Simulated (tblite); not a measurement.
C₃H₁₀B₂OS.
Structure used (GFN2-xTB), in Å, numbered top down from 1:
```
atom  x, y, z in Å
B1    -1.6302   -1.2286   -1.1371
C2    -1.1305   -0.9228    0.3119
B3    -0.1729    0.3604    0.2569
O4    -0.7263    1.5476    0.5077
C5    -0.0442    2.7804    0.4952
S6     1.6051    0.2654   -0.1371
C7     1.9175   -1.5108   -0.4035
H8    -1.1134   -2.0488   -1.7954
H9    -2.5072   -0.6030   -1.5919
H10   -0.6063   -1.7637    0.7649
H11   -1.9598   -0.6427    0.9603
H12    0.4041    2.9632   -0.4845
H13    0.7525    2.7849    1.2435
H14   -0.7702    3.5609    0.7211
H15    2.9403   -1.5934   -0.7559
H16    1.2296   -1.8933   -1.1489
H17    1.8050   -2.0437    0.5358
```

Calculated harmonic vibrations of the isolated species, GFN2-xTB (tblite), most abundant isotopes, no scaling. Against measured fundamentals such values can be off by several per cent, at times by over 20. Modes of hydrogen on boron can be 10 to 20 % off. One conformer, not necessarily the lowest. The optimisation stopped once no atom felt more than 0.01 eV/Å.

Lowest wavenumbers of the output (negative numbers stand for imaginary wavenumbers):
```
mode    cm-1
  1     -34.8
  2      68.1
  3      83.9
  4     133.1
  5     139.4
  6     156.0
  7     189.7
  8     218.4
  9     224.0
 10     294.0
```

Is this structure a minimum?

Not by this Hessian. 1 mode is imaginary beyond 20i (35i cm⁻¹), so at this level the point lies at or near a first-order saddle. The curvature is small, so loose convergence or finite differences may be the whole cause.

Which atoms move in the imaginary mode?

35i: H13 (methyl hydrogen) 33 %, H12 (methyl hydrogen) 32 %, H14 (methyl hydrogen) 31 %. These are shares of the mass-weighted motion.

What is the remedy?

Step along that mode in both directions, optimise again with tighter thresholds and repeat the frequencies. The zero-point energy of this point (82.0 kcal/mol) counts the 44 real modes alone, and thermal corrections from it aren't those of a minimum.
